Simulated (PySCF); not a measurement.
Dipole response of B (boron, neutral)

[He] 2s2 2p1, 2P determinant. Computed with PySCF 2.14 in def2-QZVPPD (8s4p4d2f1g, 63 functions), with the non-relativistic Hamiltonian (point nucleus). Coupled (time-dependent) response in atomic units; α is the mean over directions.

```tsv
method	mean α (bohr³)	α xx, yy, zz	C₆ (like pair)	S(−4)
UHF	22.15	20.46, 25.52, 20.46	105.8	425.8
PBE	23.46	20.68, 29.02, 20.68	114.9	390.0
PBE0	22.45	20.12, 27.12, 20.12	109.1	336.7
M06	22.08	19.99, 26.26, 19.99	102.3	367.0
TPSSh	22.21	20.05, 26.52, 20.05	109.1	324.4
```

S(−4) is the Cauchy moment in α(ω) = α(0) + S(−4) ω² + …

Reference α: 20.5 ± 0.1 bohr³ (recommended; Schwerdtfeger and Nagle, table of static dipole polarizabilities (2023 update)). Published C₆: 99.50 (Chu and Dalgarno (2004); Tang, Norbeck and Certain (1976)).

α(iu) at PBE:

| u (hartree) | α(iu) (bohr³) |
| --- | --- |
| 0 | 23.46 |
| 0.0500 | 22.54 |
| 0.100 | 20.31 |
| 0.200 | 15.03 |
| 0.300 | 10.84 |
| 0.500 | 6.015 |
| 0.750 | 3.360 |
| 1.00 | 2.128 |
| 1.50 | 1.074 |
| 2.00 | 0.6490 |
| 3.00 | 0.3147 |
| 5.00 | 0.1253 |

A single London oscillator, α(iu) = α/(1 + u²/ω²), gives C₆ = (3/4) ω α². Matching the computed C₆ needs ω = 4 × 114.9 / (3 × 23.46²) = 0.278 hartree.

The components differ because the open shell of this determinant is not spherical; for a pure term their mean is the scalar polarisability.
